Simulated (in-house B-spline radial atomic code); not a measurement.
Results of a calculation; reference values are marked as such.
Two electrons in Ge: a Gaussian well −V exp(−r²/w²) with V = 181 meV and w = 9.23 nm

For Ge the NSM archive of the Ioffe Institute lists m_l = 1.6 m0, m_t = 0.08 m0 and ε = 16.2; the model takes one isotropic valley with the conductivity mass 3/(1/m_l + 2/m_t) = 0.117 m0, and so misses anisotropy and the other valleys. All triplets below are those of one valley; with several valleys two electrons can form a triplet in the 1s orbital itself, at an energy set by the valley splitting.

Effective-mass model with parabolic bands, a uniform dielectric constant, no image charges, no central-cell or spin-orbit terms. Two-electron levels come from full CI in B-splines with partial waves to l = 5 (up to 0.001 effective hartree above the limit).

Question: What are the effective units, and what is the potential in them?

Answer: Ha* = 27211.386 meV × 0.117/16.2² = 12.13 meV and a* = 0.0529177 nm × 16.2/0.117 = 7.327 nm. V = 14.9 Ha* and w = 1.26 a*.

In these units the lowest s and p orbitals lie at -9.0116 and -5.5409, and their Coulomb and exchange integrals are J_ss = 1.5041, J_sp = 1.2015 and K_sp = 0.2292. Full CI gives -16.5955 for the ground singlet, -13.6000 for the sp triplet, -13.1999 for the sp singlet and -11.1576 for the lowest triplet of two s orbitals.

Question: What does it cost to add the second electron, to first order and exactly?

Answer: To first order E = 2ε_s + J_ss = -16.5191, so the charging energy E(2) − 2E(1) is J_ss = 18.25 meV. CI gives -16.5955 − 2 × (-9.0116) = 1.4277, or 17.32 meV: relaxation and correlation lower it by 0.9264 meV, 5.1 % of J_ss. The s² configuration of one-electron orbitals holds 99.1 % of the state, and the mean radius is 4.6 nm. The second electron is bound by ε_s − E = 92 meV, against 109.3 meV for the first.

Question: How far above the singlet do the triplets lie?

Answer: To first order the sp triplet lies at ε_s + ε_p + J_sp − K_sp = -13.5803, which is 35.65 meV above 2ε_s + J_ss. CI gives -13.6000 − (-16.5955) = 2.9955, or 36.34 meV, 86 % of the orbital spacing of 42.1 meV. The ss triplet lies 65.97 meV up, so the lower of the two is the sp one, and its gap equals k_BT at 422 K. The sp singlet-triplet splitting is 4.853 meV, against 2K_sp = 5.562 meV.
